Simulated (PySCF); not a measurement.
Geometries of 4 isomers of C4H8OSi2, from PBE0-D3(BJ)/def2-SVP geometry optimisation, gas phase (PySCF). One conformer each, no zero-point energy, no frequencies.

Question: Which is lowest in electronic energy at this level?
A.
```xyz
15
angstrom
C     -2.186   -0.764    0.847
C     -2.294    0.698    0.525
O     -3.303    1.341    0.705
Si    -0.794    1.668   -0.241
C      0.747    0.673   -0.174
C      1.745   -0.034   -0.099
Si     3.256   -1.070    0.036
H     -1.883   -1.324   -0.053
H     -3.144   -1.142    1.230
H     -1.386   -0.920    1.589
H     -1.132    1.973   -1.661
H     -0.621    2.931    0.527
H      2.863   -2.508    0.079
H      4.132   -0.824   -1.145
H      3.984   -0.713    1.287
```
B.
```xyz
15
angstrom
Si     2.662   -0.571    0.166
O      1.609    0.335   -0.742
Si     0.003    0.742   -0.852
C     -1.180   -0.697   -1.071
C     -2.054   -0.635   -0.047
C     -1.849    0.446    0.953
C     -0.805    1.275    0.755
H      1.936   -1.283    1.262
H      3.694    0.327    0.761
H      3.332   -1.573   -0.713
H     -0.102    1.762   -1.934
H     -1.252   -1.450   -1.858
H     -2.893   -1.330    0.078
H     -2.541    0.532    1.799
H     -0.580    2.103    1.430
```
C.
```xyz
15
angstrom
Si     2.512    0.739   -0.360
O      1.506   -0.363    0.414
C      0.183   -0.509    0.200
C     -0.564   -1.419    0.869
C     -1.992   -1.456    0.522
C     -2.459   -0.602   -0.418
Si    -1.003    0.403   -0.989
H      2.039    2.132   -0.105
H      3.863    0.523    0.218
H      2.514    0.486   -1.832
H     -0.138   -2.087    1.622
H     -2.640   -2.175    1.037
H     -3.506   -0.576   -0.723
H     -1.074    1.869   -0.704
H     -0.614    0.224   -2.422
```
D.
```xyz
15
angstrom
C      2.953   -0.254   -1.067
C      1.924   -0.176   -0.430
C      0.676   -0.054    0.298
C     -0.381   -1.138   -0.040
Si    -2.056   -0.470    0.547
O     -1.778    1.182    0.397
Si    -0.204    1.628    0.033
H      3.866   -0.326   -1.626
H      0.894   -0.094    1.383
H     -0.107   -2.116    0.387
H     -0.430   -1.272   -1.134
H     -3.197   -0.893   -0.315
H     -2.358   -0.810    1.969
H      0.280    2.682    0.967
H     -0.094    2.093   -1.379
```

Answer: B. That is `[SiH3]O[SiH]1C=CC=C1`, 17.0 kcal/mol below the next.

| SMILES | atoms numbered as above | E (Eh) | relative (kcal/mol) | relative (kJ/mol) | dipole (D) |
| --- | --- | --- | --- | --- | --- |
| [SiH3]O[SiH]1C=CC=C1 | [SiH3:1][O:2][SiH:3]1[CH:4]=[CH:5][CH:6]=[CH:7]1 | -810.62700 | 0.0 | 0.0 | 1.23 |
| C#C[C@@H]1C[SiH2]O[SiH2]1 | [CH:1]#[C:2][C@@H:3]1[CH2:4][SiH2:5][O:6][SiH2:7]1 | -810.59986 | 17.0 | 71.3 | 1.06 |
| [SiH3]OC1=CC=C[SiH2]1 | [SiH3:1][O:2][C:3]1=[CH:4][CH:5]=[CH:6][SiH2:7]1 | -810.57058 | 35.4 | 148.1 | 0.61 |
| CC(=O)[SiH2]C#C[SiH3] | [CH3:1][C:2](=[O:3])[SiH2:4][C:5]#[C:6][SiH3:7] | -810.51803 | 68.4 | 286.1 | 2.51 |

As drawn, the lowest has an Si–O bond and a C=C bond outside aromatic rings, which the highest lacks; the highest has a C=O bond and a C≡C bond, which the lowest lacks.
